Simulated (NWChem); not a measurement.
System: CdH2; SMILES [CdH2]

```xyz
3

Cd     0.0000     0.0000     0.0000
H      0.0000     0.0000    -1.6798
H      0.0000     0.0000     1.6798
```
Atoms are numbered in this order, from 1.

All runs: NWChem. All runs use the structure optimised with PBE0/def2-SVP. def2 effective core potentials on Cd; no spin-orbit coupling. Ions are spin-unrestricted doublets at the neutral geometry; other ion states weren't tried.

Problem. Order these by “ΔSCF minus −ε(HOMO) (eV)”, lowest first: B3LYP/def2-SVPD; BHandHLYP/def2-SVPD; PBE0/def2-SVPD; PBE/def2-SVPD.

Solution. BHandHLYP/def2-SVPD (1.38), PBE0/def2-SVPD (2.44), B3LYP/def2-SVPD (2.67), PBE/def2-SVPD (3.47)
